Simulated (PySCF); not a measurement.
M06-2X single point of doublet Zr(OH)₃ at its PBE0 minimum.

Input, equivalent to the run apart from its starting density:

```python
from pyscf import gto, scf, dft
mol = gto.M(atom='''
Zr    -0.000000    -0.000000    -0.000000
O      1.896901    -0.330105    -0.000000
O     -0.662571     1.807817    -0.000000
O     -1.234330    -1.477712     0.000000
H      2.838158    -0.493906    -0.000000
H     -0.991344     2.704870    -0.000000
H     -1.846814    -2.210964     0.000000''',
    basis={'Zr': 'def2-SVP', 'O': 'def2-SVP', 'H': 'def2-SVP'},
    ecp={'Zr': 'def2-SVP'},
    charge=0, spin=1)
mf = dft.UKS(mol, xc='M062X')
mf.grids.atom_grid = (90, 434)
aux = {'Zr': 'def2-universal-JKFIT', 'O': 'def2-universal-JKFIT', 'H': 'def2-universal-JKFIT'}
mf = mf.density_fit(auxbasis=aux)
mf.conv_tol = 1e-08
mf.diis_space = 10
mf.max_cycle = 60
mf.verbose = 4
mf.kernel()
```

SCF log (excerpt):

```
init E= -274.32059088812
cycle= 1 E= -274.3232256377  delta_E= -0.00263  |g|= 0.0222  |ddm|= 0.189
cycle= 2 E= -274.323326324977  delta_E= -0.000101  |g|= 0.0199  |ddm|= 0.0679
cycle= 3 E= -274.323529110835  delta_E= -0.000203  |g|= 0.00598  |ddm|= 0.0233
cycle= 4 E= -274.323543789736  delta_E= -1.47e-05  |g|= 0.00125  |ddm|= 0.00562
cycle= 5 E= -274.323546516202  delta_E= -2.73e-06  |g|= 0.000366  |ddm|= 0.00595
cycle= 6 E= -274.32354681592  delta_E= -3e-07  |g|= 0.000136  |ddm|= 0.00134
cycle= 7 E= -274.323546854068  delta_E= -3.81e-08  |g|= 3.12e-05  |ddm|= 0.000436
cycle= 8 E= -274.32354685656  delta_E= -2.49e-09  |g|= 8.43e-06  |ddm|= 0.000204
Extra cycle  E= -274.323546856634  delta_E= -7.47e-11  |g|= 8.34e-06  |ddm|= 2.1e-05
converged SCF energy = -274.323546856634  <S^2> = 0.75110679  2S+1 = 2.0011065
```

With open d or f shells other occupations or spin states may lie lower.

This run, together with those of the ionised and electron-attached species (not shown), took 47 s on 2 threads of a shared Intel Xeon @ 2.50GHz (Skylake/Cascade Lake) host, with 88 basis functions; the process peaked at 1.3 GiB.
